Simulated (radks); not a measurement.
Results of a calculation; reference values are marked as such.
Effect of the nuclear size on neutral palladium, [Kr] 4d10. Code: a radial shooting solver on a logarithmic mesh with Libxc functionals. Model: Dirac Kohn-Sham, relativistic LDA (MacDonald-Vosko exchange, VWN5 correlation), spin-unpolarised, spherical densities, finite nucleus; Fermi nuclear charge, rms radius 4.5318 fm. The rms radius is varied about that value; shifts are against it.

| rms radius (fm) | total energy shift (eV) | density at nucleus (e/bohr^3) | 1s1/2 shift (meV) | 2s1/2 shift (meV) | 4s1/2 shift (meV) | 5s1/2 (empty) shift (meV) |
|---|---|---|---|---|---|---|
| 3.9381 | -0.608 | 1.337e+05 | -255 | -28.3 | -1.00 | -0.067 |
| 4.1874 | -0.362 | 1.327e+05 | -152 | -16.8 | -0.597 | -0.040 |
| 4.5318 | 0 | 1.313e+05 | 0.000 | 0.000 | 0.000 | 0.000 |
| 4.8581 | 0.365 | 1.302e+05 | 153 | 17.0 | 0.603 | 0.041 |
| 5.1391 | 0.698 | 1.292e+05 | 293 | 32.5 | 1.15 | 0.077 |

Slopes of the eigenvalues against <r^2> in GHz/fm^2, as finite differences over the two radii next to the reference (eigenvalue slopes, not the field-shift constants of lines): 1s1/2 12100, 2s1/2 1350, 4s1/2 47.8, 5s1/2 (empty) 3.22.
